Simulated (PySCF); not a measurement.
SMILES Cc1ccc([SiH3])cc1C=O, C$_{8}$H$_{10}$OSi

Geometry:
```csv
atom,x (Å),y (Å),z (Å)
C1,-2.727,-0.361,0.218
C2,-1.233,-0.320,0.131
C3,-0.529,-1.434,-0.330
C4,0.861,-1.438,-0.426
C5,1.621,-0.317,-0.063
Si6,3.493,-0.303,-0.219
C7,0.919,0.799,0.403
C8,-0.477,0.817,0.504
C9,-1.088,2.063,1.011
O10,-2.266,2.272,1.163
H11,-3.183,0.422,-0.406
H12,-3.074,-0.156,1.241
H13,-3.105,-1.341,-0.102
H14,-1.088,-2.328,-0.621
H15,1.361,-2.340,-0.791
H16,4.104,0.367,0.970
H17,3.989,-1.710,-0.314
H18,3.928,0.440,-1.442
H19,1.462,1.701,0.708
H20,-0.334,2.855,1.263
```

Method used: PySCF 2.14.0, TDDFT CAM-B3LYP/aug-cc-pVDZ circular dichroism and optical rotation, one conformer, gas phase. Geometry: PBE0-D3(BJ)/def2-SVP.

No stereocentre is labelled: unless the shape is locked (an allene, a helicene, a hindered biaryl), the mirror image is equally populated and a measured rotation or CD is zero.

**Question.** Draw the ECD and absorption spectra from the lowest 12 states, each a Gaussian of half-width 0.2 eV at 1/e height.

**Answer.** 
| E (eV) | λ (nm) | Δε (L mol⁻¹ cm⁻¹) | ε (L mol⁻¹ cm⁻¹) |
| --- | --- | --- | --- |
| 3.33 | 372 | 0.00 | 0 |
| 3.48 | 356 | 0.00 | 0.795 |
| 3.63 | 342 | +0.02 | 6.26 |
| 3.78 | 328 | +0.06 | 16 |
| 3.93 | 315 | +0.05 | 13.2 |
| 4.08 | 304 | +0.01 | 3.6 |
| 4.23 | 293 | 0.00 | 3.36 |
| 4.38 | 283 | -0.05 | 89.3 |
| 4.53 | 274 | -0.45 | 850 |
| 4.68 | 265 | -1.38 | 2630 |
| 4.83 | 257 | -1.38 | 2660 |
| 4.98 | 249 | -0.38 | 1500 |
| 5.13 | 242 | +0.48 | 4710 |
| 5.28 | 235 | +1.23 | 10700 |
| 5.43 | 228 | +0.93 | 8100 |
| 5.58 | 222 | +0.23 | 2000 |
| 5.73 | 216 | +0.09 | 785 |
| 5.88 | 211 | +0.95 | 9010 |
| 6.03 | 206 | +3.86 | 42700 |
| 6.18 | 201 | +3.67 | 69900 |
| 6.33 | 196 | -1.09 | 45700 |
| 6.48 | 191 | -1.02 | 15200 |
| 6.63 | 187 | +0.23 | 4060 |
| 6.78 | 183 | -0.07 | 3870 |

Δε uses R in velocity form, ε uses f in length form. Only the states computed contribute, so the short-wavelength end is incomplete.
